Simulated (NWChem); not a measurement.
All runs are NWChem calculations. System: F3Sb, charge 0, spin multiplicity 1, at a geometry optimised with PBE/def2-SVP with def2 effective core potentials on Sb. The structure started from a generated list of species. Level: G0W0@PBE0/def2-SVPD with def2 effective core potentials on Sb, RI basis def2-svpd-rifit, no spin-orbit coupling.

The NWChem input:

```
start mol
memory heap 200 mb stack 700 mb global 1700 mb
geometry units angstroms nocenter noautoz
  Sb     0.003667     0.347336     0.000000
  F     -0.838987    -0.647300     1.441241
  F     -0.838987    -0.647300    -1.441241
  F      1.657197    -0.673638     0.000000
  symmetry group Cs
end
basis spherical
  * library def2-svpd
end
ecp
  Sb library def2-ecp
end
basis "ri basis" bse spherical
  * library def2-svpd-rifit
end
dft
  xc pbe0
  iterations 100
  direct
  tolerances tight
end
task dft energy
gw
  states alpha occ 4 vir 2
end
task dft gw
```

NWChem printed:

```
             Northwest Computational Chemistry Package (NWChem) 7.3.0
             --------------------------------------------------------

                                NWChem Input Module
                                -------------------

 Scaling coordinates for geometry "geometry" by  1.889725989
 (inverse scale =  0.529177249)

 Turning off AUTOSYM since
 SYMMETRY directive was detected!

                             Geometry "geometry" -> ""
                             -------------------------

 Output coordinates in angstroms (scale by  1.889725989 to convert to a.u.)

  No.       Tag          Charge          X              Y              Z
 ---- ---------------- ---------- -------------- -------------- --------------
    1 Sb                  51.0000     0.00366700     0.34733600     0.00000000
    2 F                    9.0000    -0.83898700    -0.64730000     1.44124100
    3 F                    9.0000    -0.83898700    -0.64730000    -1.44124100
    4 F                    9.0000     1.65719700    -0.67363800     0.00000000

 Effective nuclear repulsion energy (a.u.)     419.5731699038

            Nuclear Dipole moment (a.u.)
            ----------------------------
        X                 Y               Z
 ---------------- ---------------- ----------------
     0.0000453534    -0.0000113384     0.0000000000

      Symmetry information
      --------------------

 Group name             Cs
 Group number              2
 Group order               2
 No. of unique centers     3

      Symmetry unique atoms

     1    2    4


 Summary of "ao basis" -> "" (spherical)
 ------------------------------------------------------------------------------
       Tag                 Description            Shells   Functions and Types
 ---------------- ------------------------------  ------  ---------------------
 *                         def2-svpd                  on all atoms

 Summary of "ri basis" -> "" (spherical)
 ------------------------------------------------------------------------------
       Tag                 Description            Shells   Functions and Types
[...]
           1.503361231856         563.688565051863           0.000000000000
           0.000000000000           0.000000000000         421.142040179901

     Multipole analysis of the density
     ---------------------------------

     L   x y z        total         alpha         beta         nuclear
     -   - - -        -----         -----         ----         -------
     0   0 0 0     -0.000000    -25.000000    -25.000000     50.000000

     1   1 0 0      0.017234      0.105609      0.105609     -0.193984
     1   0 1 0      1.633307     10.005837     10.005837    -18.378368
     1   0 0 1     -0.000000     -0.000000     -0.000000      0.000000

     2   2 0 0    -32.194437    -82.853287    -82.853287    133.512137
     2   1 1 0      0.032653      0.449301      0.449301     -0.865948
     2   1 0 1     -0.000000     -0.000000     -0.000000      0.000000
     2   0 2 0    -29.099631    -40.262938    -40.262938     51.426245
     2   0 1 1      0.000000      0.000000      0.000000      0.000000
     2   0 0 2    -32.194636    -82.856868    -82.856868    133.519099

 Task  times  cpu:        7.7s     wall:        7.7s

                                NWChem Input Module
                                -------------------

                                 NWChem GW Module
                                 ----------------

                             ***********************
                             ***        GW       ***
                             ***********************

 Summary of "ri basis" -> "ri basis" (spherical)
 ------------------------------------------------------------------------------
       Tag                 Description            Shells   Functions and Types
 ---------------- ------------------------------  ------  ---------------------
 Sb                     def2-svpd-rifit             34      130   10s9p8d5f2g
 F                      def2-svpd-rifit             20       64   7s6p5d2f

                 Memory Information
                 ------------------
          Available GA per process is          1699.9 MBs
          Available stack per process is        700.0 MBs
          Available heap per process is           0.0 MBs

          Peak memory in Initialization
              Peak GA per process is                  7.5 MBs
              Peak stack per process is               0.1 MBs
              Peak heap per process is                7.8 MBs
              Memory not in MA per process            0.0 MBs

          Peak memory in AFF Calculation
              Peak GA per process is                 38.8 MBs
              Peak stack per process is              27.5 MBs
              Peak heap per process is                0.0 MBs
              Memory not in MA per process           27.5 MBs

          Computing 2-center integrals
          Computing Inverse Cholesky factor
          Computing 3-center integrals
          Computing V_xc ...

          Computing Sigma_x
          Computing RPA polarizability
          Solving quasiparticle equations

                  Alpha Orbitals
          State     Energy (eV)     Error (eV)
          -----------------------------------
@GW        22        -13.515           0.004
@GW        23        -13.515           0.004
@GW        24        -13.390           0.004
@GW        25        -11.786           0.004
@GW        26          0.464           0.002
@GW        27          0.464           0.002

   Applying  -1.7060 eV scissor-shift to rest of particle states

   Applying   2.5659 eV scissor-shift to rest of hole states

     GW Timing Statistics
   ------------------------
   Init.   :          0.1s
     ERIs  :          1.1s
     Distr.:          0.0s
     Vxc   :          1.2s
   Sigma_x :          0.0s
   RPA     :          2.1s
   Wmn     :          0.0s
   Sigma_c :          0.0s
   GW total:          4.6s

 Task  times  cpu:        4.6s     wall:        4.6s

 Total times  cpu:       12.3s     wall:       12.3s
```
